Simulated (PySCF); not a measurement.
## Assigning NMR signals

Geometry (Å), atoms numbered from 1 in this order:
```xyz
20

C    -2.416    1.270    0.619
C    -1.897    0.151    0.147
P    -0.002   -0.053    0.022
C    -0.071   -0.443   -1.771
C    -0.016   -1.583    1.037
C     1.905    0.041    0.019
C     2.518    1.128    0.450
H    -1.766    2.077    0.935
H    -3.474    1.454    0.721
H    -2.566   -0.646   -0.163
H     0.054    1.267    0.558
H     0.795   -1.030   -2.067
H    -0.048    0.512   -2.298
H    -0.997   -0.960   -2.016
H     0.015   -1.266    2.080
H    -0.931   -2.146    0.866
H     0.862   -2.191    0.827
H     2.504   -0.791   -0.336
H     3.588    1.251    0.476
H     1.938    1.972    0.808
```

- NMR shieldings at PBE0/pcSseg-1/GIAO
- structure optimised with GFN2-xTB
- program: PySCF 2.14.0 with density-fitted response routines
- one averaged value for each set of equivalent atoms, no relativistic terms, a single conformation, gas phase

Chemical shifts δ = σref − σ; TMS for ¹³C, ¹H, all at this level.

(1) Assign these signals to the numbered atoms. ¹³C{¹H} NMR (computed): δ 170.9, 123.5, 17.8.

(2) Assign these signals to the numbered atoms. ¹H NMR (400 MHz, computed): δ 6.76 (m, 2H), 6.05 (m, 1H), 5.73 (m, 2H), 5.72 (m, 2H), 1.49 (m, 6H).

## Answers

(1) 
170.9 → C2/C6, carbon bonded to C, P, H
123.5 → C1/C7, carbon bonded to C, 2 H
17.8 → C4/C5, carbon bonded to P, 3 H

(2) 
6.76 → H10/H18, hydrogen on a carbon bonded to C, P
6.05 → H11, hydrogen on a phosphorus bonded to 4 C
5.73 → H9/H19, hydrogen on a carbon bonded to C
5.72 → H8/H20, hydrogen on a carbon bonded to C
1.49 → H12/H13/H14/H15/H16/H17, hydrogen on a carbon bonded to P

H9/H19 and H8/H20 lie closer than the usual error of such a calculation, so a measured spectrum could show them in the other order.

Splittings by ³¹P in the carbon and heteronuclear signals aren't shown, as no couplings were computed. Shifts are as computed. Against solution values, carbons near 30 ppm lie about +3 ppm off and those near 130 ppm about +5 ppm. Of 1211 compounds with measured shifts, 218 miss one by over three times the rms of a fit or turn the order of signals round; such compounds aren't used in these exercises. No couplings were computed; multiplicities are counted from neighbouring protons, with m where these are inequivalent, close in shift, in a saturated or five-membered ring or joined by F or P, and br s for small geminal =CH2 splittings.
